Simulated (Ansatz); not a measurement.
```xyz
4

Li    1.3400    0.0000    4.3000
Li   -1.3400    0.0000    4.3000
Li    1.3400    0.0000    0.0000
Li   -1.3400    0.0000    0.0000
```

RHF on singlet Li₄ was run in several spherical basis sets with Ansatz (development build ahead of 0.2.0).

Q: Rank the basis sets by the total energy that they give, lowest first, with the distance from the lowest.
A. 6-31G
B. def2-SVP
C. cc-pVDZ

A: C (0.00 eV), A (0.19 eV), B (0.78 eV).

Totals follow the description of the cores as much as that of the bonds, so this order isn't one of quality for chemistry.
